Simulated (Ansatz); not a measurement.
**Question.** Name a neutral molecule of B, C, Cl, N and H with LUMO energy (PBE0/def2-TZVPP) between 0.10 and 0.40 eV and HOMO energy (PBE0/def2-TZVPP) between -7.60 and -7.30 eV (Ansatz, PBE0-D4/def2-TZVP geometry).

**Answer.** `CN(C)B(Cl)Cl` (0.22 eV, -7.54 eV); `CCN(C)BCl` (0.22 eV, -7.39 eV). Other molecules can fit too; these were computed, each in one conformer that needn't be the lowest.
